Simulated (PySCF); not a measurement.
**Energy of Pm²⁺ (promethium, charge +2) between two integer charges**

The 4f alpha orbital of [Xe] 4f5 is emptied in steps (occupation f), with all orbitals relaxed, ending at [Xe] 4f4. Computed with PySCF 2.14 in def2-TZVP with the def2 core potential (28 electrons) (10s7p5d4f1g, 93 functions), with scalar relativity through the core potential. The exact energy is a straight line in f; departures are measured from the line between the end points of the same method.

Problem. Among PBE0, r2SCAN, LC-wPBE, which shows the largest delocalisation error (convex curve), and which is closest to linear?

Solution. Most convex: r2SCAN (-1.849 eV at f = 0.4); closest to linear: LC-wPBE (-0.708 eV).

```json
{"f": "1", "PBE0 (eV)": "0.000", "r2SCAN (eV)": "0.000", "LC-wPBE (eV)": "0.000"}
{"f": "0.8", "PBE0 (eV)": "-0.822", "r2SCAN (eV)": "-1.213", "LC-wPBE (eV)": "-0.455"}
{"f": "0.6", "PBE0 (eV)": "-1.245", "r2SCAN (eV)": "-1.834", "LC-wPBE (eV)": "-0.695"}
{"f": "0.4", "PBE0 (eV)": "-1.255", "r2SCAN (eV)": "-1.849", "LC-wPBE (eV)": "-0.708"}
{"f": "0.2", "PBE0 (eV)": "-0.843", "r2SCAN (eV)": "-1.242", "LC-wPBE (eV)": "-0.480"}
{"f": "0", "PBE0 (eV)": "0.000", "r2SCAN (eV)": "0.000", "LC-wPBE (eV)": "0.000"}
```

```
 method  E(f=0) − E(f=1) (eV)  −ε at f=1 (eV)  −ε at f=0.4 (eV)
   PBE0                23.461          18.369            24.456
 r2SCAN                23.059          15.543            24.528
LC-wPBE                23.764          20.979            24.291
```

Reference removal energy between the ground levels: 22.44 ± 0.08 eV (semi-empirical (NIST evaluation); NIST Atomic Spectra Database, ionization energies). The calculation has no spin-orbit coupling. The determinant left behind need not be the lowest term of the ion.
